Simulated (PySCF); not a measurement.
Computed shifts of a molecule C5H8O, PBE/pcSseg-1 in PySCF, GIAO, gas phase, equivalent atoms averaged, in ppm (number of nuclei): ¹³C: 157.8 (1), 141.4 (1), 121.6 (1), 93.1 (1), 78.7 (1). ¹H: 6.54 (1), 6.20 (1), 6.17 (1), 5.77 (1), 4.90 (1), 4.70 (1), 4.61 (1), 4.43 (1). References: ¹³C against TMS (σ = 182.0 ppm); ¹⁷O against H2O (σ = 334.3 ppm); ¹H against TMS (σ = 31.49 ppm), references at their B3LYP-D3(BJ)/def2-TZVP geometries, non-relativistic. Geometry optimised at B3LYP-D3(BJ)/def2-SVP. The values are those of a single conformer.

**Question.** Which molecule gave these data?
(A) CC1(C)C=CO1
(B) O=C1CCCC1
(C) C=CCOC=C
(D) C=C(C)CC=O

**Answer.** C, C=CCOC=C
